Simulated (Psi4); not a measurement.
Two rigid molecules brought together: H2 ··· H2O (SMILES [H][H] and O). Monomers: optimised at B3LYP-D3(BJ) (def2-TZVP), held rigid. Orientation: lowest of the rigid-body minima from ten starts at GFN2-xTB. The monomers approach along the line of their centres of mass (distance R); nothing else relaxes.

Level of theory: Psi4 with SAPT0/jun-cc-pVDZ, frozen core.

Components in kcal/mol:

| R / Å | electrostatics | exchange | induction | dispersion | total |
|---|---|---|---|---|---|
| 2.47 | -3.85 | 7.67 | -1.47 | -1.15 | 1.21 |
| 2.67 | -2.25 | 3.79 | -0.78 | -0.71 | 0.07 |
| 2.84 | -1.47 | 2.07 | -0.46 | -0.48 | -0.34 |
| 3.05 | -0.92 | 0.98 | -0.26 | -0.30 | -0.50 |
| 3.26 | -0.61 | 0.46 | -0.15 | -0.19 | -0.49 |
| 3.42 | -0.46 | 0.26 | -0.11 | -0.14 | -0.45 |
| 3.75 | -0.29 | 0.08 | -0.05 | -0.08 | -0.35 |
| 4.09 | -0.20 | 0.02 | -0.03 | -0.04 | -0.25 |
| 4.51 | -0.13 | 0.00 | -0.02 | -0.02 | -0.17 |
| 5.29 | -0.07 | 0.00 | -0.01 | -0.01 | -0.09 |
| 6.25 | -0.04 | 0.00 | 0.00 | 0.00 | -0.04 |
| 7.58 | -0.02 | 0.00 | 0.00 | 0.00 | -0.02 |
